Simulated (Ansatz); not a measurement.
[CoI(H2O)5]2+ (CoIO5H10²⁺) was relaxed with r2SCAN-D4 (def2-SVP) in Ansatz in these states: charge +2 quintet, charge +2 singlet. The geometries follow in no particular order.

In the def2 sets I takes a core potential; there is no spin–orbit coupling.

A:

```xyz
17

Co   -0.246   -0.291    0.337
I    -1.441   -1.707    1.977
O     0.784    0.929   -1.076
H     1.247    1.761   -0.883
H     0.873    0.752   -2.027
O     0.417    1.219    1.587
H     1.162    1.067    2.194
H    -0.164    1.865    2.025
O    -0.564   -1.394   -1.385
H    -1.434   -1.390   -1.820
H    -0.178   -2.270   -1.556
O    -1.884    0.876   -0.261
H    -1.779    1.635   -0.858
H    -2.792    0.911    0.082
O     1.657   -1.146    0.573
H     1.940   -1.921    1.087
H     2.402   -0.898    0.003
```

B:

Cartesian coordinates in Å:
```
Co 0.156 0.059 0.164
I 1.827 0.684 1.937
O -1.185 -0.473 -1.268
H -1.135 -0.254 -2.214
H -2.047 -0.895 -1.108
O 1.219 0.821 -1.247
H 1.820 0.172 -1.665
H 1.790 1.580 -1.009
O -1.041 -0.747 1.438
H -1.695 -0.119 1.807
H -0.635 -1.180 2.216
O -0.799 1.707 0.428
H -1.196 2.148 -0.347
H -0.406 2.396 1.000
O 1.054 -1.608 -0.160
H 1.758 -1.914 0.447
H 0.516 -2.379 -0.422
```

Q: Judge from the bond lengths which geometry belongs to which state (an estimate).

A: A is the charge +2 quintet (Co1–O15 2.099 Å, Co1–O12 2.099 Å, Co1–O6 2.070 Å); B is the charge +2 singlet (Co1–O15 1.922 Å, Co1–O12 1.922 Å, Co1–O6 1.924 Å).

The restricted singlet is unstable towards broken spin symmetry in Hartree–Fock (as tested in another run); at r2SCAN-D4/def2-SVP this wasn't settled. At PBE0-D4/def2-TZVP a triplet lies 0.17 eV below the charge +2 quintet. At PBE0-D4/def2-TZVP a triplet lies 1.00 eV below the charge +2 singlet.
